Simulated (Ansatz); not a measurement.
Te₄As⁺. Charge 1, multiplicity 1. Geometry PBE-D4/def2-SVP, basis def2-TZVP, Ansatz.

```tsv
atom	x (Å)	y (Å)	z (Å)
As1	-1.151	0.740	-2.106
Te2	1.225	-1.907	2.350
Te3	1.300	0.310	-1.705
Te4	-2.098	0.497	0.218
Te5	0.723	0.361	1.243
```

```
run  HOMO (eV)  LUMO (eV)
  A      -9.68      -8.56
  B     -10.07      -8.48
  C     -10.41      -8.13
  D      -9.88      -8.69
```

In the def2 sets Te takes a core potential; there is no spin–orbit coupling. HSE06 is defined as in plane-wave codes, on full-range PBE exchange. Another isomer (singlet) lies 0.90 eV lower at PBE0-D4/def2-TZVP; other spin states weren't run for this one.

**Question.** The runs used HSE06, PBE, PBE0, r2SCAN. Estimate which is which.

**Answer.** A PBE (0 % exact exchange); B HSE06 (range-separated); C PBE0 (25 % exact exchange); D r2SCAN (0 % exact exchange). Exact exchange lowers occupied and raises empty levels; among semilocal functionals meta-GGAs tend to open the gap a little, and such runs are hard to tell apart. The gap grows from 1.12 eV (PBE) to 2.28 eV (PBE0). The restricted singlet is unstable towards broken spin symmetry in Hartree–Fock (as tested in another run); at PBE-D4/def2-TZVP, HSE06-D4/def2-TZVP, PBE0-D4/def2-TZVP, r2SCAN-D4/def2-TZVP this wasn't settled.
